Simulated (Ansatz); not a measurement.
Born–Oppenheimer molecular dynamics of B2H8N2Si (13 atoms, charge 0, multiplicity 1). It starts from a relaxed structure.

All numbers below come from RKS B3LYP/STO-3G in Ansatz 0.2.0.

```yaml
ensemble: NVT, Langevin thermostat
time_step: 0.5 fs
steps_asked: 400
set_temperature: 1000 K
friction: 0.001 /fs
seed: 727892
```

Frames 10 fs apart, positions in Å, forces in eV/Å.

Velocities at 0.0 fs (Å/ps):

```
B -4.11 -7.34 0.61
N 5.49 -0.87 7.68
B 11.32 4.69 -2.57
N -12.01 2.82 -5.04
Si 2.41 2.74 -0.40
H -17.59 -35.93 5.30
H 7.42 18.72 -21.54
H -6.15 -5.22 6.26
H -66.90 8.96 23.63
H 15.96 20.39 4.72
H -0.84 -19.52 -18.39
H 48.59 -45.47 61.40
H -34.50 -16.96 -65.98
```

```xyz
13
Properties=species:S:1:pos:R:3:forces:R:3 time_fs=0.0 energy_less_start_eV=0.000 T=923
B -0.929 -0.334 1.693 0.00 -0.01 0.00
N 0.261 -0.957 1.288 0.00 0.00 0.01
B 0.982 -0.984 0.005 0.01 -0.01 -0.01
N 0.743 -0.130 -1.075 -0.01 0.01 0.00
Si -0.320 1.272 -1.332 0.00 0.00 0.00
H -1.526 0.337 0.945 0.00 0.00 0.00
H -1.327 -0.506 2.781 0.00 0.00 0.00
H 0.702 -1.581 2.001 0.00 0.01 0.00
H 1.831 -1.790 -0.097 0.00 0.00 0.00
H 1.350 -0.328 -1.898 0.00 0.00 0.01
H -0.211 2.199 -0.230 0.00 0.00 0.00
H 0.157 1.900 -2.544 0.00 0.00 0.00
H -1.694 0.867 -1.523 0.00 0.00 0.00
13
Properties=species:S:1:pos:R:3:forces:R:3 time_fs=10.0 energy_less_start_eV=0.930 T=402
B -0.949 -0.403 1.687 -0.29 0.17 0.73
N 0.310 -0.947 1.354 -0.59 0.81 -1.41
B 1.009 -0.932 0.020 -0.54 -2.38 0.24
N 0.670 -0.135 -1.096 1.20 -0.96 1.49
Si -0.318 1.283 -1.339 4.45 2.88 -0.30
H -1.679 0.070 0.876 0.62 -0.06 0.20
H -1.310 -0.411 2.831 0.16 -0.26 -0.77
H 0.750 -1.566 2.065 0.30 0.15 0.17
H 1.729 -1.924 -0.086 -0.17 1.70 -0.14
H 1.383 -0.153 -1.858 -0.21 -0.64 0.05
H -0.314 2.195 -0.149 -0.47 -0.83 -0.97
H 0.646 1.864 -2.415 -1.84 -0.13 1.48
H -1.466 0.969 -1.994 -2.63 -0.45 -0.77
13
Properties=species:S:1:pos:R:3:forces:R:3 time_fs=20.0 energy_less_start_eV=0.655 T=470
B -0.948 -0.460 1.699 -0.64 0.19 0.25
N 0.337 -0.907 1.360 0.07 -0.28 0.51
B 0.957 -0.968 0.051 3.40 -0.92 -0.60
N 0.645 -0.187 -1.046 -0.31 0.91 -1.65
Si -0.289 1.306 -1.371 0.87 2.18 0.33
H -1.613 -0.060 0.784 0.16 -0.29 0.91
H -1.322 -0.503 2.852 0.26 0.09 -1.17
H 0.942 -1.315 2.111 -0.21 0.01 0.06
H 2.058 -1.584 -0.168 -2.41 0.52 1.05
H 1.266 -0.426 -1.868 -0.46 0.29 0.48
H -0.766 2.013 -0.131 0.76 -0.76 -1.02
H 0.608 2.273 -2.194 -1.12 -1.52 1.23
H -1.458 1.087 -2.155 -0.39 -0.40 -0.38
13
Properties=species:S:1:pos:R:3:forces:R:3 time_fs=30.0 energy_less_start_eV=0.806 T=382
B -0.938 -0.508 1.703 -1.94 0.22 1.12
N 0.367 -0.874 1.387 -0.42 0.59 0.14
B 0.997 -0.976 0.079 2.56 -0.10 0.43
N 0.606 -0.206 -1.045 1.06 -0.26 -0.97
Si -0.279 1.346 -1.388 -2.20 -2.91 -0.06
H -1.730 -0.171 0.875 0.66 -0.40 0.29
H -1.360 -0.561 2.848 0.76 0.11 -1.13
H 0.999 -1.092 2.182 0.08 -0.45 0.20
H 2.097 -1.647 0.191 -2.42 1.13 -1.15
H 1.151 -0.529 -1.896 -0.28 0.41 0.43
H -0.900 1.702 -0.166 -0.04 0.55 0.60
H 0.519 2.393 -1.895 0.79 0.48 -0.49
H -1.427 0.961 -2.302 1.39 0.64 0.58
13
Properties=species:S:1:pos:R:3:forces:R:3 time_fs=40.0 energy_less_start_eV=0.949 T=321
B -0.983 -0.561 1.721 0.60 -0.07 1.47
N 0.373 -0.817 1.417 0.21 0.19 -0.39
B 1.071 -0.903 0.113 -0.57 -2.14 -2.37
N 0.620 -0.229 -1.064 0.28 1.33 0.33
Si -0.282 1.343 -1.370 -1.57 -4.61 -1.35
H -1.776 -0.387 0.867 0.13 0.10 0.30
H -1.210 -0.556 2.924 -0.29 -0.07 -1.52
H 0.953 -1.161 2.217 0.00 0.16 0.05
H 1.820 -1.880 -0.160 -0.72 1.89 1.07
H 1.131 -0.476 -1.950 0.00 -0.30 0.48
H -0.858 1.677 -0.153 -1.11 0.57 1.11
H 0.608 2.276 -1.718 2.40 2.49 -0.93
H -1.145 1.069 -2.604 0.66 0.46 1.72
13
Properties=species:S:1:pos:R:3:forces:R:3 time_fs=50.0 energy_less_start_eV=0.418 T=644
B -0.979 -0.628 1.750 -0.15 0.43 1.17
N 0.377 -0.749 1.419 0.22 -0.46 -0.77
B 1.014 -0.886 0.051 0.18 -1.58 1.89
N 0.649 -0.198 -1.080 -0.19 -0.34 -0.54
Si -0.259 1.289 -1.343 0.85 1.66 -1.22
H -1.780 -0.473 0.940 -0.35 0.18 -0.67
H -1.354 -0.624 2.892 0.53 -0.29 -0.76
H 0.962 -1.127 2.203 0.23 0.31 -0.18
H 1.861 -1.734 -0.070 -0.46 0.67 0.26
H 1.193 -0.559 -1.897 -0.31 0.50 -0.15
H -1.093 1.762 -0.278 -0.02 -0.30 0.42
H 0.838 2.256 -1.571 -0.73 -0.25 0.19
H -1.040 1.326 -2.579 0.19 -0.52 0.36
13
Properties=species:S:1:pos:R:3:forces:R:3 time_fs=60.0 energy_less_start_eV=1.003 T=353
B -0.992 -0.680 1.755 1.52 -0.43 0.69
N 0.376 -0.716 1.392 -1.45 0.28 0.53
B 0.921 -0.944 0.071 0.71 2.14 -1.44
N 0.657 -0.202 -1.113 -0.47 -1.24 1.07
Si -0.233 1.268 -1.318 1.11 3.64 2.15
H -1.706 -0.505 0.900 -1.20 0.12 -0.97
H -1.364 -0.920 2.839 0.14 0.31 0.10
H 1.122 -0.877 2.097 -0.24 -0.34 0.58
H 1.888 -1.520 0.154 1.20 -1.48 -0.59
H 1.154 -0.403 -2.001 0.55 -0.66 0.22
H -1.233 1.551 -0.246 0.97 -0.30 -0.73
H 0.877 2.431 -1.351 -2.18 -2.01 -0.04
H -0.927 1.228 -2.521 -0.65 -0.03 -1.55
13
Properties=species:S:1:pos:R:3:forces:R:3 time_fs=70.0 energy_less_start_eV=0.844 T=453
B -1.013 -0.738 1.743 0.97 -0.41 0.44
N 0.326 -0.681 1.389 0.91 -0.14 -0.64
B 0.967 -0.942 0.051 -2.28 1.92 1.21
N 0.652 -0.264 -1.118 0.43 0.88 0.79
Si -0.222 1.291 -1.307 0.92 0.65 2.39
H -1.807 -0.665 0.960 -1.37 0.12 -1.27
H -1.264 -0.995 2.829 -0.36 0.23 0.96
H 0.983 -0.809 2.191 0.17 -0.31 -0.04
H 1.728 -1.736 -0.030 1.94 -1.89 0.16
H 1.341 -0.565 -1.820 -0.01 0.20 -1.22
H -1.200 1.229 -0.196 0.46 0.40 -0.98
H 0.594 2.595 -1.225 -0.74 -1.87 -0.07
H -0.749 1.158 -2.575 -1.03 0.22 -1.73
13
Properties=species:S:1:pos:R:3:forces:R:3 time_fs=80.0 energy_less_start_eV=0.889 T=439
B -1.071 -0.798 1.747 2.31 0.96 -0.23
N 0.311 -0.655 1.370 -0.97 -0.93 0.61
B 1.007 -0.958 0.094 -2.94 1.79 -1.25
N 0.680 -0.296 -1.111 -0.33 1.81 1.05
Si -0.220 1.286 -1.303 -1.65 -3.65 -1.16
H -1.970 -0.834 1.059 -0.71 -0.05 -1.26
H -1.266 -0.757 2.868 -0.23 -0.29 1.18
H 0.903 -0.931 2.196 0.13 0.38 -0.14
H 1.581 -1.893 -0.002 2.11 -1.99 0.13
H 1.192 -0.555 -1.966 0.37 -0.53 -0.41
H -1.301 1.239 -0.388 -0.45 0.20 0.49
H 0.545 2.376 -1.115 2.00 2.43 0.56
H -0.778 1.354 -2.657 0.36 -0.15 0.42
13
Properties=species:S:1:pos:R:3:forces:R:3 time_fs=90.0 energy_less_start_eV=0.748 T=477
B -1.075 -0.811 1.772 0.32 0.12 -1.27
N 0.261 -0.688 1.369 0.82 -0.57 0.28
B 0.952 -1.014 0.075 -0.92 1.80 0.40
N 0.727 -0.247 -1.090 -1.02 -1.20 0.69
Si -0.236 1.240 -1.301 -1.04 -1.14 -2.56
H -1.853 -0.986 0.915 -0.30 0.15 0.16
H -1.361 -0.752 2.887 -0.16 -0.04 0.56
H 0.963 -0.799 2.150 -0.30 0.29 -0.03
H 1.797 -1.783 0.208 0.52 -0.78 -0.57
H 1.021 -0.697 -1.972 0.59 0.01 -0.48
H -1.387 1.413 -0.515 -0.83 -0.28 0.81
H 0.669 2.191 -0.954 1.58 2.21 0.55
H -0.685 1.462 -2.736 0.74 -0.56 1.46
13
Properties=species:S:1:pos:R:3:forces:R:3 time_fs=100.0 energy_less_start_eV=0.707 T=510
B -1.092 -0.818 1.757 -1.28 -0.75 -1.52
N 0.242 -0.755 1.383 0.16 0.83 0.58
B 0.891 -0.997 0.078 2.26 -0.54 0.43
N 0.712 -0.261 -1.067 -1.29 -0.29 -0.31
Si -0.235 1.210 -1.298 1.86 1.81 -0.76
H -1.909 -1.002 0.885 0.68 0.15 0.74
H -1.451 -0.827 2.860 0.14 0.39 0.42
H 0.920 -0.525 2.152 0.05 -0.60 -0.11
H 1.867 -1.699 0.027 -0.91 -0.18 0.37
H 1.172 -0.657 -1.911 0.21 0.31 -0.09
H -1.433 1.323 -0.496 -0.12 -0.26 -0.28
H 0.732 2.302 -0.837 -1.33 -1.04 -0.62
H -0.351 1.280 -2.785 -0.42 0.17 1.16
13
Properties=species:S:1:pos:R:3:forces:R:3 time_fs=110.0 energy_less_start_eV=1.105 T=316
B -1.150 -0.853 1.727 -0.06 0.42 -1.01
N 0.236 -0.795 1.425 -0.39 0.35 -0.04
B 0.942 -0.987 0.122 0.28 -2.93 -0.19
N 0.628 -0.300 -1.054 2.12 0.09 0.07
Si -0.200 1.199 -1.306 -1.03 3.14 1.40
H -2.038 -1.035 0.874 1.63 0.19 1.21
H -1.422 -0.616 2.841 -0.29 -0.28 0.06
H 0.916 -0.675 2.234 -0.69 -0.28 -0.43
H 1.675 -2.003 0.014 -0.61 2.02 0.34
H 1.352 -0.401 -1.813 -0.43 -0.73 0.24
H -1.534 1.022 -0.695 0.76 0.48 -0.22
H 0.536 2.552 -0.816 -1.25 -2.72 -0.76
H -0.357 1.258 -2.717 -0.02 0.25 -0.68
```

Of the whole run (200 fs, mean temperature of the second half 545 K): The mean temperature of the second half is 45 % below the set value. A run of 0.2 ps of so small a system gives no equilibrium averages. Limits of this set-up: minimal basis.

Time of the run: 9 min on 1 CPU thread of a shared host.
